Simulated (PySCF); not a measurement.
Species: C₂H₇BN₂.
InChI=1S/C2H7BN2/c1-2-5-3-4/h3-4H2,1H3

Computed with PySCF, TDDFT PBE0/def2-SVPD, vertical, gas phase, core orbitals frozen in the response. The structure is a single PBE0-D3(BJ)/def2-SVP conformer in the gas phase; no vibrational or solvent corrections. Torsions of this conformer, `[CH3:1][C:2]#[N+:3][BH2-:4][NH2:5]`: H–N5–B4–N3 76°, H–N5–B4–N3 -76°.

Computed states:

```
state  E (eV)       f
   S1    4.81   0.032
   S2    4.86  0.0004
   S3    5.31   0.012
   S4    5.85  0.0014
   S5    6.20  0.0039
   S6    6.27   0.142
   S7    6.52  0.0024
   S8    7.22   0.013
   S9    7.35  0.0055
  S10    7.53   0.117
```

Broadening: Gaussians 0.4 eV wide at half height, area fixed by f = 4.319×10⁻⁹ ∫ε dν̃. The width is an assumption, not a result. The curve ends short of the highest state used, and states not computed would add to its high-energy end.

**Question.** Give the broadened spectrum and its maxima.

**Answer.** 
| λ (nm) | ε (L mol⁻¹ cm⁻¹) |
| --- | --- |
| 179.0 | 228 |
| 181.1 | 134 |
| 183.2 | 208 |
| 185.3 | 535 |
| 187.4 | 1311 |
| 189.5 | 2753 |
| 191.6 | 4870 |
| 193.7 | 7256 |
| 195.8 | 9153 |
| 197.9 | 9851 |
| 200.0 | 9124 |
| 202.1 | 7340 |
| 204.2 | 5180 |
| 206.3 | 3245 |
| 208.3 | 1889 |
| 210.4 | 991 |
| 212.5 | 503 |
| 214.6 | 270 |
| 216.7 | 178 |
| 218.8 | 169 |
| 220.9 | 216 |
| 223.0 | 311 |
| 225.1 | 441 |
| 227.2 | 586 |
| 229.3 | 719 |
| 231.4 | 816 |
| 233.5 | 863 |
| 235.6 | 865 |
| 237.7 | 842 |
| 239.8 | 829 |
| 241.9 | 860 |
| 244.0 | 961 |
| 246.1 | 1137 |
| 248.2 | 1375 |
| 250.3 | 1640 |
| 252.4 | 1889 |
| 254.5 | 2079 |
| 256.6 | 2176 |
| 258.6 | 2167 |
| 260.7 | 2054 |
| 262.8 | 1854 |
| 264.9 | 1598 |
| 267.0 | 1316 |
| 269.1 | 1039 |
| 271.2 | 788 |
| 273.3 | 574 |
| 275.4 | 404 |
| 277.5 | 274 |
| 279.6 | 180 |
| 281.7 | 114 |
| 283.8 | 70 |
| 285.9 | 42 |
| 288.0 | 25 |
| 290.1 | 14 |
| 292.2 | 8 |
| 294.3 | 4 |

Maxima: 257 nm (4.82 eV), ε about 2200, made up of S1 (98%); 235 nm (5.28 eV), ε about 870, made up of S3 (95%) (hardly more than a shoulder); 198 nm (6.27 eV), ε about 9900, made up of S6 (97%) (ε in L mol⁻¹ cm⁻¹; maxima over ε = 5, shares over 10%). At its high-energy end, 6.93 eV, the curve is still rising (ε about 240, from S8).

**Question.** On this curve, what absorbance would a 10⁻⁴ mol/L sample give at 280 nm over a 1 cm path?

**Answer.** 280 nm is 4.428 eV, where ε is about 170 L mol⁻¹ cm⁻¹, so A = ε c l ≈ 0.017 (Beer–Lambert, with the gas-phase spectrum and the assumed width).

**Question.** What would ε be at 6.27 eV, the highest of these maxima, with half the width (0.2 eV)?

**Answer.** About 19500 L mol⁻¹ cm⁻¹ against 9850, a factor of about 1.98; a lone state at its own centre would give exactly 2.

**Question.** Coming from long wavelengths, where does ε first pass 100 L mol⁻¹ cm⁻¹?

**Answer.** At about 282 nm (4.39 eV), 0.42 eV below S1.

All these states lie below the vertical ionisation energy of 8.40 eV (ΔSCF).
